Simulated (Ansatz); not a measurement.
Cost and result for the atomization energy of CH$_{5}$FS$_{2}$Si (`C[Si](F)(S)S`) (10 atoms, 9 bonds).

```xyz
10

C    -1.3413    0.2044   -0.5666
Si    0.2930   -0.2632    0.1580
F     0.0282   -1.3735    1.2794
S     1.3547    1.3263    1.0899
S     1.5263   -1.0067   -1.3977
H    -1.8139   -0.6618   -1.0360
H    -2.0064    0.5767    0.2161
H    -1.2175    0.9890   -1.3151
H     0.5680    1.3321    2.1815
H     2.6089   -1.1234   -0.6097
```

Total charge 0; spin multiplicity 1. The structure was optimised at the PBE0-D4/def2-TZVP level. It is one conformer, not always the lowest. Program: Ansatz. All runs use 4 threads of an AMD EPYC 7B13 on a shared host. Times are those of one run each, without the atoms' runs, and a repeat can differ threefold. Electronic energies, without spin–orbit coupling; frozen cores. CCSD(T)/CBS adds CCSD(T) − MP2 in def2-TZVPP to the MP2 limit, and its time is that of the two runs behind it. T1 = 0.011. B3LYP takes the VWN-RPA correlation (the form of Gaussian; ORCA's B3LYP/G).

CCSD(T)/CBS is a level of theory with its own doubt, some kJ/mol a heavy atom from the limit and from the frozen cores, so smaller differences don't rank the functionals.

```json
{"level": "PBE-D4/def2-TZVPP (with forces)", "functions": "258", "wall time": "2.7 s", "atomization (kcal/mol)": "868.8", "difference from CCSD(T)/CBS": "8.3", "per bond": "0.9"}
{"level": "PBE0-D4/def2-TZVPP", "functions": "258", "wall time": "4.1 s", "atomization (kcal/mol)": "856.8", "difference from CCSD(T)/CBS": "-3.7", "per bond": "-0.4"}
{"level": "r2SCAN-D4/def2-TZVPP (with forces)", "functions": "258", "wall time": "5.5 s", "atomization (kcal/mol)": "862.9", "difference from CCSD(T)/CBS": "2.4", "per bond": "0.3"}
{"level": "B2PLYP/def2-TZVPP", "functions": "258", "wall time": "6 s", "atomization (kcal/mol)": "844.5", "difference from CCSD(T)/CBS": "-16.0", "per bond": "-1.8"}
{"level": "B3LYP-D4/def2-TZVPP (with forces)", "functions": "258", "wall time": "6.5 s", "atomization (kcal/mol)": "853.4", "difference from CCSD(T)/CBS": "-7.1", "per bond": "-0.8"}
{"level": "ωB97X-V/def2-TZVPP", "functions": "258", "wall time": "9 s", "atomization (kcal/mol)": "863.7", "difference from CCSD(T)/CBS": "3.2", "per bond": "0.4"}
{"level": "ωB97M-V/def2-TZVPP (with forces)", "functions": "258", "wall time": "13 s", "atomization (kcal/mol)": "864.2", "difference from CCSD(T)/CBS": "3.7", "per bond": "0.4"}
{"level": "MP2/def2-QZVPP", "functions": "474", "wall time": "22 s", "atomization (kcal/mol)": "864.9", "difference from CCSD(T)/CBS": "4.4", "per bond": "0.5"}
{"level": "CCSD(T)/def2-TZVPP", "functions": "258", "wall time": "2.6 min", "atomization (kcal/mol)": "834.6", "difference from CCSD(T)/CBS": "-25.9", "per bond": "-2.9"}
{"level": "CCSD(T)/CBS(def2)", "functions": "–", "wall time": "2.9 min", "atomization (kcal/mol)": "860.5", "difference from CCSD(T)/CBS": "0.0", "per bond": "0.0"}
```

In def2-TZVPP, CCSD(T) changes the Hartree–Fock value by +203.1 kcal/mol (the triples alone add +13.0 kcal/mol) and MP2 by +217.9 kcal/mol; breaking electron pairs costs correlation energy, which Hartree–Fock lacks. From PBE to PBE0 (25 % exact exchange), in def2-TZVPP and without D4, the atomization energy moves by −11.0 kcal/mol: exact exchange takes away binding that semilocal exchange gives to molecules. The D4 term adds +10.8 kcal/mol with B3LYP and +5.7 kcal/mol with PBE0; it sums over pairs of atoms, weighted by their polarisabilities, and B3LYP, whose exchange is more repulsive, gets the larger term.
